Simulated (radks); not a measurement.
Species: neutral lutetium. Configuration: [Xe] 4f12 5d1 6s1 6p3 (not the ground configuration).

Calculated with a radial shooting solver on a logarithmic mesh with Libxc functionals: scalar-relativistic Kohn-Sham, r2SCAN, spin-polarised, spherical densities, finite nucleus; open shells are filled with parallel spins first (spin-orbit coupling, left out, can overturn this in heavy ions); meta-GGA in the generalised Kohn-Sham scheme; Fermi nuclear charge, rms radius 5.37 fm.

Energy parts (eV):
| part | energy |
|---|---|
| total | -396241.96 |
| kinetic | 432887.91 |
| electron-nucleus | -974767.69 |
| Hartree | 153787.20 |
| exchange-correlation | -8149.38 |

Orbitals (lengths in bohr, moments of r in powers of bohr; r(max) is where P^2 peaks):
| orbital | occ. | eigenvalue (eV) | r(max) |
|---|---|---|---|
| 1s up | 1 | -63337.22 | 0.01213 |
| 1s down | 1 | -63337.16 | 0.01213 |
| 2s up | 1 | -10827.90 | 0.06928 |
| 2s down | 1 | -10827.80 | 0.06928 |
| 2p up | 3 | -9526.143 | 0.05661 |
| 2p down | 3 | -9526.039 | 0.05661 |
| 3s up | 1 | -2485.746 | 0.1956 |
| 3s down | 1 | -2484.325 | 0.1955 |
| 3p up | 3 | -2093.215 | 0.1930 |
| 3p down | 3 | -2091.776 | 0.1930 |
| 3d up | 5 | -1621.005 | 0.1576 |
| 3d down | 5 | -1619.864 | 0.1576 |
| 4s up | 1 | -522.3799 | 0.4458 |
| 4s down | 1 | -519.5447 | 0.4459 |
| 4p up | 3 | -392.5390 | 0.4664 |
| 4p down | 3 | -389.7558 | 0.4664 |
| 4d up | 5 | -222.3236 | 0.4797 |
| 4d down | 5 | -219.5390 | 0.4797 |
| 4f up | 7 | -34.6523 | 0.4624 |
| 4f down | 5 | -31.8870 | 0.4631 |
| 5s up | 1 | -80.1655 | 1.022 |
| 5s down | 1 | -78.3976 | 1.026 |
| 5p up | 3 | -47.7169 | 1.152 |
| 5p down | 3 | -46.1296 | 1.156 |
| 5d up | 1 | -10.4939 | 1.523 |
| 5d down | 0 | -8.0415 | 1.495 |
| 6s up | 1 | -9.9766 | 2.672 |
| 6p up | 3 | -4.4494 | 3.310 |

The highest occupied level is 6p up at -4.449 eV. The configuration is held as typed, so some empty levels lie below it. The electron density at the nucleus is 1.176e+06 e/bohr^3 (large components only). Summed over all electrons, <r^2> = 92.27 bohr^2, which gives a Langevin (diamagnetic) susceptibility term of -73.1 x 10^-6 cm^3/mol. Spin moment in Bohr magnetons: 7. The spin density at the nucleus is 79.29 e/bohr^3 (1s -0.02, 2s -0.61, 3s -10.92, 4s 5.79, 5s 10.29, 6s 74.76). The density falls to 0.001 e/bohr^3 at r = 5.44 bohr.
